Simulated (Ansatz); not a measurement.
A short molecular-dynamics run on C₂H₃BO₂ (`B1OC=CO1`).

```yaml
crystal:
  periodic: [false, false, false]
  atoms:
    - {symbol: B, position_ang: [-0.466368, 1.186683, 0.074028]}
    - {symbol: O, position_ang: [0.863411, 0.861108, 0.201475]}
    - {symbol: C, position_ang: [0.917285, -0.501276, 0.047737]}
    - {symbol: C, position_ang: [-0.308007, -0.977577, -0.161115]}
    - {symbol: O, position_ang: [-1.212480, 0.054158, -0.152378]}
    - {symbol: H, position_ang: [-0.905339, 2.283369, 0.148474]}
    - {symbol: H, position_ang: [1.876710, -0.986193, 0.110252]}
    - {symbol: H, position_ang: [-0.673113, -1.977372, -0.324374]}
basis:
  gaussian: {orbitals: "6-31G*"}
hamiltonian: {xc: {name: revPBE}}
md: {timestep: 1 fs, n_steps: 50, ensemble: nve, temperature: 700, initial_velocities: maxwell_boltzmann, seed: 989}
```

```sh
$ ansatz run in.yaml --threads 2 --pin off --events-out ev --progress --plain --max-ram 4352MiB
```

```json
{"step": "0", "time (fs)": "0.0", "potential energy (eV)": "-6892.4447", "kinetic (eV)": "0.5429", "T (K)": "700", "conserved (eV)": "-6891.9018"}
{"step": "1", "time (fs)": "1.0", "potential energy (eV)": "-6892.4148", "kinetic (eV)": "0.5135", "T (K)": "662", "conserved (eV)": "-6891.9012"}
{"step": "2", "time (fs)": "2.0", "potential energy (eV)": "-6892.3424", "kinetic (eV)": "0.4432", "T (K)": "571", "conserved (eV)": "-6891.8992"}
{"step": "3", "time (fs)": "3.0", "potential energy (eV)": "-6892.2579", "kinetic (eV)": "0.3603", "T (K)": "465", "conserved (eV)": "-6891.8976"}
{"step": "4", "time (fs)": "4.0", "potential energy (eV)": "-6892.1873", "kinetic (eV)": "0.2900", "T (K)": "374", "conserved (eV)": "-6891.8973"}
{"step": "5", "time (fs)": "5.0", "potential energy (eV)": "-6892.1351", "kinetic (eV)": "0.2369", "T (K)": "306", "conserved (eV)": "-6891.8982"}
{"step": "6", "time (fs)": "6.0", "potential energy (eV)": "-6892.0884", "kinetic (eV)": "0.1897", "T (K)": "245", "conserved (eV)": "-6891.8987"}
{"step": "7", "time (fs)": "7.0", "potential energy (eV)": "-6892.0405", "kinetic (eV)": "0.1431", "T (K)": "184", "conserved (eV)": "-6891.8974"}
{"step": "8", "time (fs)": "8.0", "potential energy (eV)": "-6892.0103", "kinetic (eV)": "0.1145", "T (K)": "148", "conserved (eV)": "-6891.8958"}
{"step": "9", "time (fs)": "9.0", "potential energy (eV)": "-6892.0210", "kinetic (eV)": "0.1246", "T (K)": "161", "conserved (eV)": "-6891.8964"}
{"step": "10", "time (fs)": "10.0", "potential energy (eV)": "-6892.0635", "kinetic (eV)": "0.1651", "T (K)": "213", "conserved (eV)": "-6891.8984"}
{"step": "11", "time (fs)": "11.0", "potential energy (eV)": "-6892.1091", "kinetic (eV)": "0.2100", "T (K)": "271", "conserved (eV)": "-6891.8991"}
{"step": "12", "time (fs)": "12.0", "potential energy (eV)": "-6892.1453", "kinetic (eV)": "0.2469", "T (K)": "318", "conserved (eV)": "-6891.8985"}
{"step": "13", "time (fs)": "13.0", "potential energy (eV)": "-6892.1808", "kinetic (eV)": "0.2831", "T (K)": "365", "conserved (eV)": "-6891.8977"}
{"step": "14", "time (fs)": "14.0", "potential energy (eV)": "-6892.2270", "kinetic (eV)": "0.3292", "T (K)": "424", "conserved (eV)": "-6891.8978"}
{"step": "15", "time (fs)": "15.0", "potential energy (eV)": "-6892.2818", "kinetic (eV)": "0.3826", "T (K)": "493", "conserved (eV)": "-6891.8991"}
{"step": "16", "time (fs)": "16.0", "potential energy (eV)": "-6892.3252", "kinetic (eV)": "0.4246", "T (K)": "547", "conserved (eV)": "-6891.9006"}
{"step": "17", "time (fs)": "17.0", "potential energy (eV)": "-6892.3350", "kinetic (eV)": "0.4343", "T (K)": "560", "conserved (eV)": "-6891.9007"}
{"step": "18", "time (fs)": "18.0", "potential energy (eV)": "-6892.3102", "kinetic (eV)": "0.4111", "T (K)": "530", "conserved (eV)": "-6891.8991"}
{"step": "19", "time (fs)": "19.0", "potential energy (eV)": "-6892.2735", "kinetic (eV)": "0.3754", "T (K)": "484", "conserved (eV)": "-6891.8982"}
{"step": "20", "time (fs)": "20.0", "potential energy (eV)": "-6892.2393", "kinetic (eV)": "0.3406", "T (K)": "439", "conserved (eV)": "-6891.8988"}
{"step": "21", "time (fs)": "21.0", "potential energy (eV)": "-6892.2005", "kinetic (eV)": "0.3014", "T (K)": "389", "conserved (eV)": "-6891.8991"}
{"step": "22", "time (fs)": "22.0", "potential energy (eV)": "-6892.1529", "kinetic (eV)": "0.2547", "T (K)": "328", "conserved (eV)": "-6891.8982"}
{"step": "23", "time (fs)": "23.0", "potential energy (eV)": "-6892.1098", "kinetic (eV)": "0.2129", "T (K)": "275", "conserved (eV)": "-6891.8969"}
{"step": "24", "time (fs)": "24.0", "potential energy (eV)": "-6892.0910", "kinetic (eV)": "0.1948", "T (K)": "251", "conserved (eV)": "-6891.8963"}
{"step": "25", "time (fs)": "25.0", "potential energy (eV)": "-6892.1068", "kinetic (eV)": "0.2100", "T (K)": "271", "conserved (eV)": "-6891.8968"}
{"step": "26", "time (fs)": "26.0", "potential energy (eV)": "-6892.1492", "kinetic (eV)": "0.2511", "T (K)": "324", "conserved (eV)": "-6891.8981"}
{"step": "27", "time (fs)": "27.0", "potential energy (eV)": "-6892.1982", "kinetic (eV)": "0.2992", "T (K)": "386", "conserved (eV)": "-6891.8990"}
{"step": "28", "time (fs)": "28.0", "potential energy (eV)": "-6892.2403", "kinetic (eV)": "0.3415", "T (K)": "440", "conserved (eV)": "-6891.8988"}
{"step": "29", "time (fs)": "29.0", "potential energy (eV)": "-6892.2766", "kinetic (eV)": "0.3777", "T (K)": "487", "conserved (eV)": "-6891.8989"}
{"step": "30", "time (fs)": "30.0", "potential energy (eV)": "-6892.3034", "kinetic (eV)": "0.4033", "T (K)": "520", "conserved (eV)": "-6891.9001"}
{"step": "31", "time (fs)": "31.0", "potential energy (eV)": "-6892.3043", "kinetic (eV)": "0.4038", "T (K)": "521", "conserved (eV)": "-6891.9005"}
{"step": "32", "time (fs)": "32.0", "potential energy (eV)": "-6892.2729", "kinetic (eV)": "0.3733", "T (K)": "481", "conserved (eV)": "-6891.8995"}
{"step": "33", "time (fs)": "33.0", "potential energy (eV)": "-6892.2240", "kinetic (eV)": "0.3259", "T (K)": "420", "conserved (eV)": "-6891.8981"}
{"step": "34", "time (fs)": "34.0", "potential energy (eV)": "-6892.1798", "kinetic (eV)": "0.2826", "T (K)": "364", "conserved (eV)": "-6891.8973"}
{"step": "35", "time (fs)": "35.0", "potential energy (eV)": "-6892.1523", "kinetic (eV)": "0.2548", "T (K)": "329", "conserved (eV)": "-6891.8975"}
{"step": "36", "time (fs)": "36.0", "potential energy (eV)": "-6892.1372", "kinetic (eV)": "0.2388", "T (K)": "308", "conserved (eV)": "-6891.8983"}
{"step": "37", "time (fs)": "37.0", "potential energy (eV)": "-6892.1231", "kinetic (eV)": "0.2248", "T (K)": "290", "conserved (eV)": "-6891.8984"}
{"step": "38", "time (fs)": "38.0", "potential energy (eV)": "-6892.1113", "kinetic (eV)": "0.2143", "T (K)": "276", "conserved (eV)": "-6891.8970"}
{"step": "39", "time (fs)": "39.0", "potential energy (eV)": "-6892.1206", "kinetic (eV)": "0.2241", "T (K)": "289", "conserved (eV)": "-6891.8965"}
{"step": "40", "time (fs)": "40.0", "potential energy (eV)": "-6892.1578", "kinetic (eV)": "0.2596", "T (K)": "335", "conserved (eV)": "-6891.8982"}
{"step": "41", "time (fs)": "41.0", "potential energy (eV)": "-6892.1985", "kinetic (eV)": "0.2986", "T (K)": "385", "conserved (eV)": "-6891.8999"}
{"step": "42", "time (fs)": "42.0", "potential energy (eV)": "-6892.2180", "kinetic (eV)": "0.3184", "T (K)": "411", "conserved (eV)": "-6891.8996"}
{"step": "43", "time (fs)": "43.0", "potential energy (eV)": "-6892.2203", "kinetic (eV)": "0.3220", "T (K)": "415", "conserved (eV)": "-6891.8982"}
{"step": "44", "time (fs)": "44.0", "potential energy (eV)": "-6892.2259", "kinetic (eV)": "0.3284", "T (K)": "423", "conserved (eV)": "-6891.8974"}
{"step": "45", "time (fs)": "45.0", "potential energy (eV)": "-6892.2468", "kinetic (eV)": "0.3487", "T (K)": "450", "conserved (eV)": "-6891.8981"}
{"step": "46", "time (fs)": "46.0", "potential energy (eV)": "-6892.2733", "kinetic (eV)": "0.3736", "T (K)": "482", "conserved (eV)": "-6891.8996"}
{"step": "47", "time (fs)": "47.0", "potential energy (eV)": "-6892.2813", "kinetic (eV)": "0.3808", "T (K)": "491", "conserved (eV)": "-6891.9005"}
{"step": "48", "time (fs)": "48.0", "potential energy (eV)": "-6892.2586", "kinetic (eV)": "0.3593", "T (K)": "463", "conserved (eV)": "-6891.8993"}
{"step": "49", "time (fs)": "49.0", "potential energy (eV)": "-6892.2227", "kinetic (eV)": "0.3252", "T (K)": "419", "conserved (eV)": "-6891.8975"}
{"step": "50", "time (fs)": "50.0", "potential energy (eV)": "-6892.1992", "kinetic (eV)": "0.3015", "T (K)": "389", "conserved (eV)": "-6891.8978"}
```

Velocities are drawn at the set temperature; a run this short doesn't reach equilibrium.

Frames (Å, forces in eV/Å):

```xyz
8
time=0.0 fs
B    -0.466    1.187    0.074   -0.221    0.553    0.038
O     0.863    0.861    0.201    0.908    0.751    0.202
C     0.917   -0.501    0.048    0.854   -0.235    0.079
C    -0.308   -0.978   -0.161   -0.461   -0.746   -0.145
O    -1.212    0.054   -0.152   -1.183   -0.062   -0.155
H    -0.905    2.283    0.148   -0.106    0.265    0.018
H     1.877   -0.986    0.110    0.404   -0.147    0.033
H    -0.673   -1.977   -0.324   -0.194   -0.379   -0.069
8
time=2.0 fs
B    -0.480    1.202    0.076    0.495   -0.155    0.011
O     0.873    0.854    0.198    0.295    1.367    0.264
C     0.901   -0.496    0.043    2.541   -0.569    0.441
C    -0.294   -0.989   -0.161   -2.271   -1.624   -0.554
O    -1.208    0.063   -0.148   -1.247   -0.757   -0.316
H    -0.961    2.279    0.144    0.031    0.382    0.049
H     1.831   -1.050    0.173    0.211    0.314   -0.098
H    -0.612   -2.044   -0.355   -0.056    1.042    0.203
8
time=4.0 fs
B    -0.493    1.218    0.079    0.863   -0.547   -0.022
O     0.882    0.850    0.195   -0.205    1.712    0.312
C     0.892   -0.492    0.039    3.279   -0.989    0.719
C    -0.287   -1.005   -0.164   -2.751   -1.068   -0.623
O    -1.206    0.070   -0.144   -1.232   -1.207   -0.440
H    -1.015    2.288    0.141    0.287    0.154    0.053
H     1.793   -1.102    0.232    0.073    0.741   -0.266
H    -0.553   -2.073   -0.379   -0.314    1.204    0.268
8
time=6.0 fs
B    -0.502    1.231    0.081    0.995   -0.835   -0.069
O     0.892    0.851    0.192   -0.596    1.716    0.333
C     0.894   -0.491    0.037    2.400   -1.182    0.710
C    -0.288   -1.024   -0.167   -1.782    1.092   -0.213
O    -1.208    0.075   -0.141   -1.120   -1.418   -0.520
H    -1.058    2.302    0.140    0.544   -0.160    0.045
H     1.759   -1.126    0.281    0.388    0.770   -0.322
H    -0.507   -2.060   -0.393   -0.829    0.019    0.035
8
time=8.0 fs
B    -0.507    1.241    0.083    1.091   -1.222   -0.128
O     0.900    0.855    0.191   -0.918    1.428    0.321
C     0.903   -0.494    0.038    0.744   -0.987    0.474
C    -0.295   -1.039   -0.172   -0.419    3.157    0.308
O    -1.212    0.076   -0.140   -0.893   -1.420   -0.548
H    -1.081    2.311    0.141    0.652   -0.281    0.041
H     1.740   -1.122    0.318    0.912    0.452   -0.243
H    -0.493   -2.047   -0.406   -1.169   -1.127   -0.225
8
time=10.0 fs
B    -0.509    1.247    0.085    1.239   -1.689   -0.184
O     0.906    0.863    0.190   -1.197    0.963    0.277
C     0.915   -0.501    0.040   -0.374   -0.665    0.303
C    -0.304   -1.046   -0.176    0.242    2.704    0.307
O    -1.218    0.073   -0.140   -0.568   -1.232   -0.521
H    -1.079    2.310    0.144    0.562   -0.135    0.046
H     1.756   -1.100    0.346    0.985    0.236   -0.234
H    -0.522   -2.070   -0.427   -0.888   -0.182    0.006
8
time=12.0 fs
B    -0.507    1.247    0.086    1.359   -2.048   -0.223
O     0.908    0.873    0.190   -1.410    0.408    0.210
C     0.925   -0.509    0.044   -0.490   -0.465    0.361
C    -0.312   -1.043   -0.179    0.344    1.299    0.087
O    -1.225    0.068   -0.141   -0.193   -0.908   -0.448
H    -1.057    2.305    0.148    0.349    0.141    0.053
H     1.807   -1.068    0.364    0.330    0.328   -0.432
H    -0.584   -2.100   -0.446   -0.289    1.245    0.392
8
time=14.0 fs
B    -0.499    1.240    0.086    1.263   -1.989   -0.229
O     0.908    0.884    0.190   -1.485   -0.184    0.140
C     0.934   -0.519    0.048   -0.305   -0.137    0.420
C    -0.319   -1.036   -0.181    0.441    0.752    0.086
O    -1.233    0.060   -0.143    0.177   -0.491   -0.341
H    -1.020    2.304    0.154    0.175    0.254    0.047
H     1.870   -1.025    0.365   -0.420    0.338   -0.613
H    -0.657   -2.085   -0.452    0.154    1.457    0.491
8
time=16.0 fs
B    -0.487    1.226    0.086    0.828   -1.350   -0.194
O     0.904    0.895    0.191   -1.344   -0.757    0.089
C     0.943   -0.529    0.054   -0.504    0.437    0.269
C    -0.324   -1.027   -0.183    0.834    1.244    0.355
O    -1.241    0.052   -0.146    0.497    0.018   -0.211
H    -0.977    2.312    0.162    0.121    0.043    0.014
H     1.919   -0.968    0.344   -0.635    0.030   -0.575
H    -0.726   -2.018   -0.439    0.203    0.335    0.253
8
time=18.0 fs
B    -0.472    1.207    0.084    0.133   -0.358   -0.136
O     0.897    0.903    0.192   -0.926   -1.247    0.071
C     0.949   -0.538    0.061   -1.096    1.090   -0.030
C    -0.326   -1.013   -0.184    1.336    1.850    0.639
O    -1.247    0.043   -0.149    0.726    0.616   -0.065
H    -0.929    2.321    0.171    0.087   -0.287   -0.033
H     1.945   -0.912    0.301   -0.249   -0.457   -0.365
H    -0.787   -1.939   -0.417   -0.011   -1.206   -0.082
8
time=20.0 fs
B    -0.457    1.187    0.082   -0.668    0.601   -0.088
O     0.887    0.909    0.193   -0.215   -1.606    0.097
C     0.952   -0.543    0.067   -1.358    1.542   -0.229
C    -0.325   -0.994   -0.183    0.893    0.611    0.442
O    -1.252    0.036   -0.153    0.820    1.205    0.070
H    -0.877    2.320    0.178   -0.040   -0.416   -0.068
H     1.962   -0.872    0.244    0.131   -0.789   -0.196
H    -0.848   -1.902   -0.398    0.438   -1.147   -0.027
8
time=22.0 fs
B    -0.444    1.169    0.080   -1.415    1.249   -0.072
O     0.877    0.911    0.194    0.691   -1.826    0.157
C     0.951   -0.544    0.073   -0.662    1.590   -0.255
C    -0.321   -0.973   -0.181   -0.234   -1.583    0.030
O    -1.254    0.031   -0.156    0.774    1.595    0.164
H    -0.828    2.304    0.183   -0.277   -0.204   -0.074
H     1.982   -0.862    0.179   -0.170   -0.741   -0.142
H    -0.890   -1.906   -0.378    1.293   -0.080    0.192
8
time=24.0 fs
B    -0.436    1.155    0.078   -1.915    1.536   -0.077
O     0.869    0.909    0.196    1.538   -1.881    0.223
C     0.947   -0.539    0.078    0.277    1.315   -0.318
C    -0.317   -0.957   -0.179   -0.756   -2.757   -0.132
O    -1.255    0.031   -0.160    0.620    1.663    0.201
H    -0.789    2.281    0.185   -0.538    0.232   -0.055
H     1.994   -0.879    0.109   -0.724   -0.458   -0.040
H    -0.885   -1.915   -0.352    1.497    0.349    0.197
8
time=26.0 fs
B    -0.435    1.146    0.075   -1.997    1.694   -0.051
O     0.864    0.902    0.198    2.007   -1.680    0.258
C     0.945   -0.530    0.082    0.449    0.895   -0.503
C    -0.316   -0.950   -0.176   -0.281   -2.386    0.009
O    -1.255    0.034   -0.162    0.406    1.361    0.186
H    -0.771    2.266    0.184   -0.674    0.518   -0.038
H     1.980   -0.914    0.038   -0.774   -0.193    0.139
H    -0.824   -1.913   -0.319    0.864   -0.207    0.001
8
time=28.0 fs
B    -0.441    1.144    0.073   -1.623    1.950    0.046
O     0.864    0.891    0.201    1.935   -1.131    0.244
C     0.944   -0.519    0.084   -0.182    0.430   -0.695
C    -0.315   -0.950   -0.174    0.605   -1.090    0.256
O    -1.253    0.041   -0.164    0.174    0.713    0.134
H    -0.778    2.269    0.183   -0.588    0.357   -0.053
H     1.938   -0.957   -0.029   -0.231   -0.070    0.288
H    -0.731   -1.920   -0.286   -0.090   -1.159   -0.221
8
time=30.0 fs
B    -0.453    1.149    0.070   -0.908    2.123    0.181
O     0.869    0.877    0.204    1.415   -0.230    0.196
C     0.942   -0.506    0.085   -0.789   -0.160   -0.813
C    -0.313   -0.954   -0.171    0.744   -0.964    0.299
O    -1.251    0.049   -0.166   -0.035   -0.061    0.081
H    -0.807    2.286    0.179   -0.351   -0.054   -0.079
H     1.888   -1.003   -0.084    0.356    0.019    0.377
H    -0.640   -1.968   -0.261   -0.432   -0.671   -0.242
8
time=32.0 fs
B    -0.468    1.161    0.068   -0.093    1.830    0.273
O     0.877    0.863    0.208    0.692    0.859    0.137
C     0.937   -0.493    0.082   -0.688   -1.039   -0.917
C    -0.308   -0.961   -0.167    0.353   -1.758    0.200
O    -1.249    0.058   -0.168   -0.149   -0.684    0.059
H    -0.849    2.301    0.172   -0.112   -0.308   -0.080
H     1.849   -1.047   -0.125    0.449    0.295    0.498
H    -0.564   -2.039   -0.245   -0.452    0.804   -0.170
8
time=34.0 fs
B    -0.483    1.179    0.067    0.602    0.931    0.270
O     0.887    0.851    0.213   -0.013    1.831    0.079
C     0.931   -0.484    0.077   -0.172   -1.887   -0.975
C    -0.303   -0.974   -0.163    0.006   -1.615    0.120
O    -1.247    0.064   -0.169   -0.111   -1.036    0.083
H    -0.896    2.306    0.163    0.034   -0.220   -0.045
H     1.827   -1.080   -0.147    0.285    0.630    0.626
H    -0.507   -2.082   -0.236   -0.632    1.365   -0.157
8
time=36.0 fs
B    -0.496    1.201    0.067    1.097   -0.328    0.192
O     0.897    0.844    0.217   -0.607    2.376    0.006
C     0.924   -0.481    0.068    0.226   -2.119   -0.857
C    -0.297   -0.991   -0.158   -0.228   -0.154    0.091
O    -1.246    0.068   -0.171    0.052   -1.134    0.142
H    -0.942    2.302    0.151    0.081    0.094    0.008
H     1.817   -1.089   -0.145    0.306    0.697    0.637
H    -0.474   -2.075   -0.233   -0.927    0.567   -0.220
8
time=38.0 fs
B    -0.505    1.222    0.067    1.352   -1.404    0.103
O     0.905    0.842    0.221   -1.099    2.368   -0.102
C     0.918   -0.485    0.057    0.474   -1.577   -0.537
C    -0.292   -1.009   -0.153   -0.474    1.798    0.078
O    -1.244    0.070   -0.172    0.257   -1.040    0.213
H    -0.985    2.302    0.140    0.130    0.293    0.046
H     1.819   -1.073   -0.119    0.528    0.446    0.524
H    -0.476   -2.049   -0.238   -1.167   -0.885   -0.324
8
time=40.0 fs
B    -0.510    1.238    0.068    1.342   -1.887    0.047
O     0.911    0.845    0.226   -1.515    1.942   -0.245
C     0.913   -0.493    0.044    0.972   -0.672   -0.123
C    -0.288   -1.022   -0.147   -1.131    1.861   -0.111
O    -1.242    0.069   -0.172    0.433   -0.810    0.274
H    -1.022    2.312    0.131    0.287    0.140    0.053
H     1.841   -1.039   -0.073    0.553    0.154    0.381
H    -0.522   -2.053   -0.256   -0.941   -0.727   -0.276
8
time=42.0 fs
B    -0.509    1.247    0.070    1.171   -1.889    0.020
O     0.913    0.853    0.229   -1.821    1.322   -0.402
C     0.912   -0.504    0.031    1.796    0.072    0.291
C    -0.289   -1.028   -0.142   -2.049    0.394   -0.480
O    -1.239    0.066   -0.172    0.534   -0.525    0.312
H    -1.049    2.326    0.123    0.489   -0.197    0.046
H     1.882   -0.999   -0.012    0.066    0.047    0.229
H    -0.602   -2.080   -0.283   -0.186    0.776   -0.016
8
time=44.0 fs
B    -0.505    1.249    0.071    0.991   -1.761    0.000
O     0.911    0.865    0.232   -1.934    0.648   -0.546
C     0.916   -0.514    0.018    2.093    0.525    0.668
C    -0.295   -1.034   -0.139   -2.186   -0.105   -0.690
O    -1.235    0.062   -0.171    0.527   -0.252    0.321
H    -1.057    2.334    0.118    0.582   -0.395    0.045
H     1.926   -0.958    0.057   -0.521   -0.035    0.014
H    -0.690   -2.081   -0.311    0.449    1.375    0.188
8
time=46.0 fs
B    -0.497    1.245    0.072    0.850   -1.676   -0.025
O     0.904    0.878    0.233   -1.775   -0.021   -0.645
C     0.926   -0.523    0.008    1.213    0.777    0.916
C    -0.309   -1.039   -0.137   -1.081    0.886   -0.570
O    -1.229    0.057   -0.169    0.397    0.002    0.301
H    -1.043    2.327    0.114    0.486   -0.297    0.051
H     1.951   -0.918    0.126   -0.628   -0.254   -0.190
H    -0.762   -2.032   -0.333    0.537    0.583    0.161
8
time=48.0 fs
B    -0.486    1.236    0.073    0.661   -1.554   -0.053
O     0.892    0.891    0.233   -1.282   -0.657   -0.674
C     0.941   -0.530    0.001   -0.411    0.934    0.959
C    -0.325   -1.042   -0.138    0.757    2.537   -0.197
O    -1.222    0.052   -0.167    0.142    0.248    0.257
H    -1.011    2.310    0.112    0.242    0.028    0.061
H     1.953   -0.887    0.189   -0.218   -0.539   -0.265
H    -0.815   -1.963   -0.349    0.109   -0.998   -0.088
8
time=50.0 fs
B    -0.472    1.220    0.074    0.222   -1.099   -0.078
O     0.878    0.902    0.231   -0.413   -1.235   -0.613
C     0.954   -0.533   -0.004   -1.685    0.980    0.887
C    -0.340   -1.036   -0.139    1.814    2.585   -0.072
O    -1.215    0.048   -0.164   -0.241    0.470    0.186
H    -0.969    2.294    0.113   -0.005    0.304    0.062
H     1.947   -0.878    0.242    0.148   -0.675   -0.254
H    -0.862   -1.930   -0.368    0.160   -1.331   -0.118
```

Hardware: 2 threads of an Arm Neoverse V1 on a shared host. Wall time 62 s, peak host memory 0.4 GiB.
